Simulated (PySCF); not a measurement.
All values below come from PBE0-D4/def2-TZVP // PBE0-D4/def2-SVP run with PySCF. All species are isolated molecules in the gas phase. One relaxed conformer stands for a flexible species; it need not be the lowest. Excitations are Tamm–Dancoff values on a coarser integration grid. The basis has no diffuse functions, so Rydberg states are missing or too high.

Reference species (SMILES): `C[O][Sn]([NH2])([NH2])[NH2]` (neutral, multiplicity 1).

* **HOMO**: -7.32 eV
* **S1–T1 gap (TDA)**: 0.52 eV
* **S1 excitation (TDA)**: 5.41 eV
* **S1 oscillator strength**: 0.029

Changed species: `[Sn]([NH2])([NH2])([NH2])[NH2]` (0 of 4 NH2 replaced by OCH3; the reference has 1 of 4 NH2 replaced by OCH3).

Question: Predict the effect on the HOMO, S1–T1 gap (TDA), S1 excitation (TDA) and S1 oscillator strength.

Answer: the HOMO increases by 0.18 eV, to -7.14 eV; the S1–T1 gap (TDA) goes up by 0.11 eV, to 0.63 eV; the S1 excitation (TDA) rises by 0.17 eV, to 5.58 eV; the S1 oscillator strength rises by 0.060, to 0.089.
